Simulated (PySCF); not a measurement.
A structure optimised at PBE-D3(BJ)/def2-SVP, used in a PySCF frequency run:

```
C
C 1 1.3505
F 2 1.3392 1 121.44
F 1 1.3583 2 117.36 3 -179.19
H 2 1.1036 3 114.52 1 -179.94
Si 1 1.8845 2 126.48 5 -179.67
H 6 1.4953 1 109.56 2 15.50
H 6 1.4975 7 112.01 1 -119.88
Cl 6 2.0824 7 109.18 8 -119.58
```

Q: Write its SMILES and formula.

A: F/C=C(/F)[SiH2]Cl, C2H3ClF2Si

Q: What are its rotational constants (standard atomic weights)?

A: 3.1980, 1.3063, 1.0840 GHz
